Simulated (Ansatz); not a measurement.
One change: `FC(F)(F)C1=CC(C(F)(F)F)=[O+][Ga-]([F])([Cl])[O]1` becomes `[OH][Al-]1([Cl])[O]C(C(F)(F)F)=CC(C(F)(F)F)=[O+]1`.

Ansatz, PBE0-D4/def2-TZVP geometries, multiplicity 1. Each molecule was computed in one conformer, which needn't be the lowest.

Scalar relativity is left out up to krypton.

```tsv
property	`FC(F)(F)C1=CC(C(F)(F)F)=[O+][Ga-]([F])([Cl])[O]1`
LUMO energy (B3LYP/def2-TZVPP) / eV	-4.05
size of the dipole moment (ωB97M-V/def2-TZVPP) / D	3.40
LUMO energy (ωB97M-V/def2-TZVPP) / eV	-1.72
size of the dipole moment (B3LYP/def2-TZVPP) / D	3.38
HOMO–LUMO gap (PBE0/def2-TZVPP) / eV	5.20
HOMO energy (ωB97M-V/def2-TZVPP) / eV	-11.16
```

(1) Give the same properties after the change, and the shifts. (Best estimate.)

Results:

(1) The calculation gave: 
| property | `[OH][Al-]1([Cl])[O]C(C(F)(F)F)=CC(C(F)(F)F)=[O+]1` | shift |
| --- | --- | --- |
| LUMO energy (B3LYP/def2-TZVPP) / eV | -4.01 | 0.04 |
| size of the dipole moment (ωB97M-V/def2-TZVPP) / D | 4.28 | 0.88 |
| LUMO energy (ωB97M-V/def2-TZVPP) / eV | -1.69 | 0.03 |
| size of the dipole moment (B3LYP/def2-TZVPP) / D | 4.20 | 0.82 |
| HOMO–LUMO gap (PBE0/def2-TZVPP) / eV | 5.00 | -0.20 |
| HOMO energy (ωB97M-V/def2-TZVPP) / eV | -10.99 | 0.17 |

Dipoles are sizes alone; their direction can turn.

B3LYP here is the variant with VWN-RPA as its local correlation; programs differ in this.
